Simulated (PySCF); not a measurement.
# Deuteron quadrupole couplings in `FC(F)(F)CP=C=C[SiH3]`

Compound: C4H6F3PSi.
Cartesian coordinates in Å at the GFN2-xTB level; atoms count from 1:
```xyz
15
C4H6F3PSi angstrom
F     -3.0295   -0.8653    1.0951
C     -2.4678   -0.4016   -0.0317
F     -3.4533   -0.3579   -0.9500
F     -1.6179   -1.3513   -0.4507
C     -1.8078    0.9366    0.1613
P     -0.6316    0.8893    1.6587
C      0.5424   -0.0501    0.9946
C      1.5555   -0.7114    0.5423
Si     3.0330    0.0789   -0.3504
H     -2.5921    1.6717    0.3537
H     -1.2777    1.2032   -0.7537
H      1.5813   -1.7911    0.6283
H      3.0635   -0.4695   -1.7076
H      4.2361   -0.3033    0.3904
H      2.8616    1.5298   -0.3718
```

Level: PBE0/pcSseg-1 (PySCF, non-relativistic); Q(2H) = 0.00286 b; rigid geometry, the same for H and D, with no vibrational averaging.

Question: Rank these positions by the coupling χzz of a deuteron there, largest first.
A. H14 (Si–H hydrogen)
B. H11 (methylene hydrogen)
C. H12 (hydrogen on carbon)

Answer: C (221 kHz), B (204 kHz), A (108 kHz).

Q: What are Vzz, η and χzz (234.96 MHz × Q × Vzz) at all hydrogens?

A: 
```tsv
atom	bonded to	bond length (Å)	Vzz (au)	η	χzz (kHz)
H10	C5	1.092	0.3001	0.04	202
H11	C5	1.091	0.3042	0.04	204
H12	C8	1.083	0.3289	0.03	221
H13	Si9	1.464	0.1608	0.02	108
H14	Si9	1.464	0.1611	0.02	108
H15	Si9	1.461	0.1628	0.01	109
```

Q: Average by the element that carries the hydrogen.

A: on C: 209 kHz over 3 positions, mean bond length 1.089 Å; on Si: 109 kHz over 3 positions, mean bond length 1.463 Å.

Q: A static deuteron (I = 1) shows a doublet split by (3/2)χ, (3/4)χ(1 + η) and (3/4)χ(1 − η) with the field along z, y and x of the gradient. What are these for H12?

A: With |χ| = 221.0 kHz and η = 0.034: 332, 171 and 160 kHz, to first order and without motion.

Isolated species at its GFN2-xTB geometry (one conformer only). GFN2-xTB bond lengths can be off by several hundredths of an ångström, more for odd bonds, and the gradients follow them. A larger basis could move these couplings by a tenth or more.
